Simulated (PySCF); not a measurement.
## Static response to an electric field

C₄H₂Cl₂O₂S₂.
Geometry (GFN2-xTB, Å), atoms numbered from 1 in this order:
```xyz
12
C4H2Cl2O2S2 angstrom
O      2.6160    0.4326    1.1490
S      2.0758   -0.4348    0.1593
O      2.4294   -1.8136    0.1531
Cl     2.5984    0.3259   -1.6473
C      0.3314   -0.2946    0.0879
S     -0.6509   -1.6796   -0.1171
C     -2.0571   -0.6905   -0.1159
C     -1.7797    0.6340    0.0277
C     -0.3884    0.8667    0.1389
Cl     0.3636    2.3801    0.3079
H     -3.0232   -1.1433   -0.2206
H     -2.5142    1.4165    0.0510
```

Level: CAM-B3LYP/def2-SVPD (PySCF), static field, nuclei fixed, core orbitals frozen in the response. The polarisability tensor in these axes (au):

```
x   130.56   3.82  -4.25
y     3.82 125.86   1.53
z    -4.25   1.53  88.02
```

Question: Diagonalise the tensor; give its mean and Δα, where Δα² is half the sum of the squared differences of the eigenvalues.

Answer: Principal values 87.50, 124.04 and 132.90 au; mean 114.81 au = 17.01 Å³ = 18.93 × 10⁻⁴⁰ C²·m²/J; Δα = 41.68 au (36 % of the mean).

Question: What is the dipole moment, and where does it point?

Answer: (-5.23, 0.29, -1.22) D, 5.38 D in size, pointing from the negative to the positive side. Measured along this direction, the outermost atoms are O1 at the negative end and H11 at the positive end.

Question: Orientational against electronic polarisability at 273 K (dilute gas, rigid molecules)?

Answer: In Gaussian units μ²/3kT = 255.85 Å³ against 17.01 Å³, a ratio of 15.04; the Debye molar polarisation (4π/3)N_A(α + μ²/3kT) is 688.3 cm³/mol, leaving out the vibrational part.

Question: In TDDFT the mean static polarisability is Σ f/ω² over all singlet excitations (ω in hartree). How much of it do the 8 lowest give? Their energies (eV) and oscillator strengths: 5.03, 0.1296; 5.30, 0.1171; 5.82, 0.0110; 5.98, 0.0302; 6.11, 0.0014; 6.30, 0.0025; 6.41, 0.0110; 6.61, 0.0001.

Answer: They add up to 8.03 au, 7.0 % of the 114.81 au; the largest single term is 3.80 au, from the state at 5.03 eV. Terms in order: 3.80, 3.09, 0.24, 0.62, 0.03, 0.05, 0.20, 0.00 au. Higher excitations give the rest. The strengths listed sum to 0.303.

Question: Find the Langevin capture rate constant for H3O+ (19.018 u) meeting this molecule (215.887 u), k = 2.342 × 10⁻⁹ cm³/s × √(α in Å³ / reduced mass in u).

Answer: The reduced mass is 17.48 u, so k = 2.31 × 10⁻⁹ cm³/s. The formula leaves out the permanent dipole, which adds to the capture rate.

Question: Molar refractivity from α?

Answer: Lorentz–Lorenz: R = (4π/3)N_A α = 2.5225 cm³/(mol·Å³) × 17.01 Å³ = 42.9 cm³/mol, in the limit of long wavelengths.

The structure is a single GFN2-xTB conformer in the gas phase; no vibrational or solvent corrections.
